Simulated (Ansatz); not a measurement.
BO-, closed-shell singlet (lowest of 2S+1 = 1, 3, 5 at CCSD(T)/def2-TZVPP on PBE0 minima; our sources give no spin for the ground state, which may be another), most abundant isotopes (11.0093 and 15.9949 u). Constants from fifth-degree fits in 1/R to seven points on the lowest solution found; no spin–orbit coupling, no relativity up to Kr; ω_e x_e and α_e move by some per cent with the fit.

Correlated levels freeze the cores. CBS: X⁻³ extrapolation of the correlation energy, Hartree–Fock from the larger set.

Programs: Ansatz (a first-principles code). 

```csv
level,r_e (Å),ω_e (cm⁻¹),ω_e x_e (cm⁻¹),α_e (cm⁻¹)
PBE/def2-TZVPP,1.2447,1685.9,11.0,0.0167
"CCSD(T)/CBS(aug-cc-pVQZ, aug-cc-pV5Z)",1.2394,1713.1,11.1,0.0167
```

Task: Derive the rotational constants, the centrifugal constant, the fundamental, the zero-point energy and the force constant.

Result: 
μ = 6.52094 u.
- PBE/def2-TZVPP: B_e = 16.8576/(μ r_e²) = 1.6687 cm⁻¹; B₀ = B_e − α_e/2 = 1.6604 cm⁻¹; D = 4B_e³/ω_e² = 6.54e-06 cm⁻¹; fundamental ω_e − 2ω_e x_e = 1664 cm⁻¹; zero-point energy ω_e/2 − ω_e x_e/4 = 840 cm⁻¹; k = μ(2πcω_e)² = 1090 N/m; the line J = 1 ← 0 at 2B₀ = 99.55 GHz
- CCSD(T)/CBS(aug-cc-pVQZ, aug-cc-pV5Z): B_e = 16.8576/(μ r_e²) = 1.6830 cm⁻¹; B₀ = B_e − α_e/2 = 1.6746 cm⁻¹; D = 4B_e³/ω_e² = 6.50e-06 cm⁻¹; fundamental ω_e − 2ω_e x_e = 1691 cm⁻¹; zero-point energy ω_e/2 − ω_e x_e/4 = 854 cm⁻¹; k = μ(2πcω_e)² = 1130 N/m; the line J = 1 ← 0 at 2B₀ = 100.4 GHz
